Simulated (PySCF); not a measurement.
## Two-component Hartree-Fock for Au (gold, neutral)

Start: [Xe] 4f14 5d10 6p1; 6p3/2 filled at m_j = +3/2. Calculated with PySCF 2.14 in x2c-TZVPall-2c (11s11p10d2f, 108 functions): generalised Hartree-Fock with the X2C-1e Hamiltonian and a Gaussian nucleus; spin-orbit coupling (SO) screened by Boettger's factors. This is a chosen level, not necessarily the ground level.

```tsv
spinor shell	electrons	ε, screened SO (eV)	weight of nominal j (screened SO)	rms radius, screened SO (bohr)
1s1/2	2	-81147.8	1.000	0.0190
2s1/2	2	-14467.4	1.000	0.0768
2p1/2	2	-13849.9	1.000	0.0651
2p3/2	4	-12008.8	1.000	0.0731
3s1/2	2	-3484.0	1.000	0.196
3p1/2	2	-3207.3	1.000	0.188
3p3/2	4	-2794.9	1.000	0.204
3d3/2	4	-2340.8	1.000	0.179
3d5/2	6	-2252.7	1.000	0.183
4s1/2	2	-794.21	1.000	0.433
4p1/2	2	-675.10	1.000	0.438
4p3/2	4	-574.90	1.000	0.471
4d3/2	4	-379.71	1.000	0.485
4d5/2	6	-360.47	1.000	0.497
5s1/2	2	-129.58	1.000	1.00
4f5/2	6	-107.41	1.000	0.544
4f7/2	8	-103.63	1.000	0.546
5p1/2	2	-89.114	1.000	1.09
5p3/2	4	-71.941	1.000	1.19
5d3/2	4	-15.812	0.999	1.65
5d5/2	6	-13.950	0.998	1.75
6p3/2	1	-3.315	1.000	4.88
```

```
   quantity   screened SO
E (hartree)  -19026.67847
        M_J           3/2
       ⟨J²⟩         3.858
       ⟨L²⟩         2.236
       ⟨S²⟩         0.952
```

⟨J²⟩ departs a little from M_J(M_J + 1) because the unrestricted spinors polarise the closed shells.

Breit and QED terms are absent; they matter most for the inner s and p1/2 levels.

Densities and radii are taken from the X2C orbitals without a picture-change correction, which distorts them close to the nucleus.
